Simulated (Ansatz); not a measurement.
An input meant for Ga₁₁Sb₁₂H₃₂⁺, a nanocrystal cut from zinc blende GaSb (hydrogen-capped) (charge 1, singlet; atoms displaced at random, 0.15 Å in each coordinate).

```yaml
crystal:
  periodic: [false, false, false]
  atoms:
    - {symbol: Ga, position_ang: [-3.692135, 1.177643, -0.384992]}
    - {symbol: Ga, position_ang: [-1.852500, -2.785225, 2.152193]}
    - {symbol: Ga, position_ang: [0.591996, -2.591798, -0.507253]}
    - {symbol: Ga, position_ang: [-1.550167, 1.107301, -2.805937]}
    - {symbol: Ga, position_ang: [1.120487, -0.927171, -2.291195]}
    - {symbol: Ga, position_ang: [-1.234195, -0.868192, -0.581325]}
    - {symbol: Ga, position_ang: [-0.846761, 1.236375, 2.056157]}
    - {symbol: Ga, position_ang: [0.864691, -1.046777, 1.353553]}
    - {symbol: Ga, position_ang: [0.993761, 1.312579, -0.506867]}
    - {symbol: Ga, position_ang: [2.794220, -0.631807, -0.417182]}
    - {symbol: Ga, position_ang: [2.465287, 1.536281, 2.149874]}
    - {symbol: Sb, position_ang: [-2.034539, -1.427491, 0.496607]}
    - {symbol: Sb, position_ang: [-2.645783, 0.536303, -1.505153]}
    - {symbol: Sb, position_ang: [-1.926522, 1.679672, 0.885510]}
    - {symbol: Sb, position_ang: [-0.129307, -1.620834, -1.686484]}
    - {symbol: Sb, position_ang: [-0.123862, -1.530105, 2.048423]}
    - {symbol: Sb, position_ang: [1.728812, -1.888627, 0.333016]}
    - {symbol: Sb, position_ang: [-0.205811, 0.198487, -3.054607]}
    - {symbol: Sb, position_ang: [-0.099267, 1.944092, -1.620109]}
    - {symbol: Sb, position_ang: [1.879417, 0.265702, -1.569104]}
    - {symbol: Sb, position_ang: [-0.118193, 0.369446, 0.532140]}
    - {symbol: Sb, position_ang: [2.218979, 0.092624, 2.069182]}
    - {symbol: Sb, position_ang: [1.852719, 2.402356, 0.393103]}
    - {symbol: H, position_ang: [-3.887282, 1.940594, -0.980751]}
    - {symbol: H, position_ang: [-3.530582, 0.278479, 0.124061]}
    - {symbol: H, position_ang: [-2.202735, -2.778952, 2.834410]}
    - {symbol: H, position_ang: [-1.481573, -3.656102, 1.381089]}
    - {symbol: H, position_ang: [0.934834, -3.952527, -1.023344]}
    - {symbol: H, position_ang: [-0.004781, -2.813291, 0.353994]}
    - {symbol: H, position_ang: [-1.903581, 1.920049, -2.850042]}
    - {symbol: H, position_ang: [1.342791, -1.259776, -3.558479]}
    - {symbol: H, position_ang: [-1.207930, 0.271097, 2.142275]}
    - {symbol: H, position_ang: [-0.542171, 1.930818, 1.960903]}
    - {symbol: H, position_ang: [3.924936, -0.896532, -1.023069]}
    - {symbol: H, position_ang: [3.458871, 0.116359, 0.404242]}
    - {symbol: H, position_ang: [3.881294, 1.215465, 1.662439]}
    - {symbol: H, position_ang: [2.906789, 2.601540, 2.825046]}
    - {symbol: H, position_ang: [-2.678774, -2.039286, -0.028496]}
    - {symbol: H, position_ang: [-2.945013, -0.829594, 0.994742]}
    - {symbol: H, position_ang: [-2.926590, -0.226316, -1.816469]}
    - {symbol: H, position_ang: [-2.597269, 2.429485, 1.323924]}
    - {symbol: H, position_ang: [-1.799863, 2.827759, 0.147152]}
    - {symbol: H, position_ang: [-0.688388, -2.118567, -1.963315]}
    - {symbol: H, position_ang: [0.370224, -2.197049, 2.987426]}
    - {symbol: H, position_ang: [-0.257619, -1.259199, 2.745175]}
    - {symbol: H, position_ang: [2.259635, -2.122462, 1.072323]}
    - {symbol: H, position_ang: [-0.816998, -0.270710, -3.578306]}
    - {symbol: H, position_ang: [0.285614, 0.832012, -3.806988]}
    - {symbol: H, position_ang: [0.567534, 2.621471, -2.310721]}
    - {symbol: H, position_ang: [-0.373967, 2.770830, -0.801474]}
    - {symbol: H, position_ang: [2.188315, 0.861548, -1.992640]}
    - {symbol: H, position_ang: [1.205643, 0.547212, 3.208185]}
    - {symbol: H, position_ang: [2.218679, -0.518585, 2.672507]}
    - {symbol: H, position_ang: [1.111403, 3.340518, 0.895833]}
    - {symbol: H, position_ang: [2.739286, 2.697705, -0.310692]}
basis:
  gaussian: {orbitals: def2-mTZVPP, fitting: {mean_field: def2-universal-jkfit}}
total_charge: 1
hamiltonian: {xc: {name: B97M-V}}
scf: {lower_state_search: full}
```

```sh
$ ansatz run in.yaml --threads 11 --pin off --events-out ev --progress --plain --max-ram 174080MiB --backend cuda --devices 0, --max-vram 75GiB
```

Output, abridged:

```
Functional definition: B97M-V
6118 factors; integrals over basis functions are off by at most 6.8e-1 eV
mean field evaluation 1: about -654229.4167 eV, gradient 1.6e2 eV
mean field evaluation 2: about -654229.4747 eV, gradient 1.6e2 eV
mean field evaluation 4: about -654256.5933 eV, gradient 1.1e2 eV
mean field evaluation 8: about -654275.6573 eV, gradient 1.3e1 eV
mean field evaluation 16: about -654276.0234 eV, gradient 4.1e-2 eV
mean field evaluation 32: about -654275.7515 eV, gradient 9.1e0 eV
mean field -654276.02341035 eV, -24044.2003761132 hartree, gradient 6.2e-5 eV, S^2 0.000000; 3 other end points of the search recorded, 0 dependent functions left out
reference -654276.02354438 eV, -24044.2003810389 hartree; 324, 324 occupied and 664, 664 virtual orbitals, 6118 factors
Total energy: -654276.02354438 eV, -24044.2003810389 hartree
```

Q: What is wrong with this run?

A: The geometry is squeezed to about two thirds of its size. Self-consistency was reached. The result belongs to that input, not to the species as meant.
